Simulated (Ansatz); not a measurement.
`[OH][Zr]([OH])([Br])[Br]`. Total charge 0; spin multiplicity 1. Zr takes the def2 core potential. All single points use the PBE0-D4/def2-TZVP geometry. It is one conformer, not always the lowest.

```xyz
7

O    -0.177   -1.042   -1.329
Zr    0.173    0.340   -0.088
O    -0.426   -0.148    1.637
Br    2.652    0.753   -0.005
Br   -1.046    2.417   -0.816
H    -0.408   -1.808   -1.848
H    -0.768   -0.512    2.449
```

(1) What is the dipole moment at B3LYP/def2-TZVPP? (Estimate.)

(2) And with PBE, r2SCAN, ωB97M-V? (Estimate.)

(3) Give the Mulliken charges with B3LYP, ωB97M-V, r2SCAN in def2-TZVPP. (An estimate is asked.)

Answers

(1) Computed: 4.01 D, with components (-1.76, -3.48, 0.90) D in this frame, pointing from negative to positive charge.

(2) Computed: PBE 3.97 D, r2SCAN 4.07 D, ωB97M-V 4.15 D.

(3) Computed: 
```tsv
atom	B3LYP	ωB97M-V	r2SCAN
O1	-0.50	-0.47	-0.51
Zr2	1.22	1.12	1.22
O3	-0.50	-0.47	-0.51
Br4	-0.30	-0.27	-0.30
Br5	-0.30	-0.27	-0.30
H6	0.19	0.18	0.21
H7	0.19	0.18	0.21
```

B3LYP here is the variant with VWN-RPA as its local correlation; programs differ in this.
